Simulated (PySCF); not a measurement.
MnF2, SMILES [F][Mn][F] (connectivity only; charge and spin as stated), neutral, multiplicity 6. The structure is a stationary point at B3LYP-D3(BJ)/def2-TZVP. The multiplicity is an assumed one; other spin states were not compared. The isomer is the one that the SMILES or the coordinates give; other isomers of the formula were not compared.

These are B3LYP-D3(BJ)/def2-TZVP (PySCF) values and carry that method's errors.

Harmonic wavenumbers (cm⁻¹): 124, 124, 577, 724. Rotational constants (GHz): 4.116 (linear); symmetry number 2.

Q: Work out the zero-point energy and the ideal-gas rigid-rotor harmonic-oscillator thermochemistry at 298.15 K and 1 atm.

A: ZPE = ½ Σ hcν = ½ × 1549 cm⁻¹ = 9.27 kJ/mol. H − E(el) = 22.29 kJ/mol. Entropy in J/(mol K): translation 165.27, rotation 63.41, vibration 28.63, spin 14.90, total 272.20. G − E(el) = -58.87 kJ/mol. Cp = 53.04 J/(mol K). Modes under 150 cm⁻¹ make the vibrational entropy uncertain.
